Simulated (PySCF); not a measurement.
Basis and Hamiltonian dependence of the excitation energy of V⁺

V⁺ [Ar] 3d4 (5D) → V⁺ [Ar] 3d3 4p1 (high-spin determinant). Calculated with PySCF 2.14 from differences of total energies of unrestricted determinants, without spin-orbit coupling. Values in eV.

```tsv
basis	Hamiltonian	functions	UHF	PBE	PBE0	MP2 (valence)	CCSD(T) (valence)	CCSD(T) (valence and next inner shell)
ANO-RCC-VTZP	spin-free X2C	59	3.462	4.547	4.427	4.040	4.045	4.319
aug-cc-pVDZ-DK	spin-free X2C	59	3.511	4.549	4.440	4.049	n/a	n/a
aug-cc-pVDZ	non-relativistic	59	3.644	4.664	n/a	4.180	4.189	n/a
x2c-TZVPPall with one added diffuse shell each of s, p, d, f type	spin-free X2C	80	3.464	4.535	4.420	4.023	4.025	4.318
def2-QZVPPD	non-relativistic	93	3.583	4.680	4.562	4.170	4.174	4.490
aug-cc-pVTZ	non-relativistic	93	3.594	4.669	4.556	4.158	4.162	n/a
aug-cc-pVTZ-DK	spin-free X2C	93	3.464	4.547	4.427	4.028	4.029	n/a
x2c-QZVPPall	spin-free X2C	96	3.453	4.562	4.437	4.040	4.042	4.356
dyall-av2z	spin-free X2C	101	3.477	n/a	n/a	4.006	4.010	n/a
dyall-av2z	non-relativistic	101	3.607	4.678	4.564	4.135	4.141	n/a
aug-cc-pVTZ with one added diffuse shell each of s, p, d, f, g type	non-relativistic	118	3.594	4.669	4.556	4.158	n/a	n/a
aug-cc-pwCVTZ	non-relativistic	127	3.586	4.676	4.559	4.176	n/a	n/a
aug-cc-pwCVTZ-DK	spin-free X2C	127	3.456	4.554	4.431	4.045	n/a	n/a
aug-cc-pVQZ-DK	spin-free X2C	140	3.454	4.548	4.427	4.046	n/a	n/a
```

Frozen in the all-electron rows: valence and next inner shell: [Ne]; valence: [Ar].

One determinant mixes LS terms of the configuration, so the numbers do not refer to single terms. Non-relativistic rows lack the scalar-relativistic shift.
